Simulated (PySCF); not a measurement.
## Bond curve of GaH

Set-up: PySCF, no relativity, basis sets Ga def2-TZVPPD, H def2-TZVPPD. Energies in eV from Ga + H in their ground configurations at the same level. State: ¹Σ⁺ (singlet), closed shell.

All columns are PBE. A positive dipole means Ga(−)H(+).

```tsv
R (Å)	E (eV)	μ (D)	Mulliken charge on Ga (basis-dependent)	HOMO (eV)	LUMO (eV)	Mayer bond order	⟨S²⟩
1.446	-2.512	0.53	0.05	-4.82	-2.45	0.96	0.00
1.514	-2.709	0.25	0.08	-4.88	-2.45	0.97	0.00
1.581	-2.828	-0.03	0.11	-4.93	-2.46	0.97	0.00
1.631	-2.875	-0.24	0.12	-4.96	-2.47	0.97	0.00
1.682	-2.895	-0.46	0.14	-4.99	-2.49	0.97	0.00
1.732	-2.891	-0.68	0.16	-5.00	-2.50	0.97	0.00
1.800	-2.857	-0.97	0.17	-5.02	-2.53	0.97	0.00
1.884	-2.780	-1.32	0.19	-5.01	-2.57	0.97	0.00
1.985	-2.651	-1.74	0.20	-4.99	-2.62	0.97	0.00
2.119	-2.442	-2.29	0.20	-4.92	-2.69	0.97	0.00
```

A fit through these points gives, at Re = 1.698 Å, μ = -0.53 D and dμ/dR = -4.29 D/Å; the reduced mass is 0.9933 u.

Q: How strong is the fundamental in the double-harmonic approximation, I = 42.26·(dμ/dR)²/μred km/mol?

A: I = 42.26·(-4.29)²/0.9933 = 783 km/mol at PBE.
